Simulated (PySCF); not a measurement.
## How methods differ on the excitation energy of Os

Os [Xe] 4f14 5d6 6s2 (5D) → Os [Xe] 4f14 5d6 6s1 6p1 (high-spin determinant), as a difference of total energies. Computed with PySCF 2.14 in aug-cc-pwCVDZ-PP with ECP60MDF, with scalar relativity through the core potential. Correlated levels: valence: 5s2 5p6 frozen. The calculations carry no spin-orbit coupling.

| method | excitation energy (cm⁻¹) |
| --- | --- |
| UHF | 11462 |
| MP2 (valence) | 21564 |
| SCS-MP2 (valence) | 24183 |
| CCSD (valence) | 21314 |
| CCSD(T) (valence) | 21844 |

The determinant of the upper state mixes LS terms, which raises its energy above the lowest term, most at the Hartree-Fock and MP2 levels.
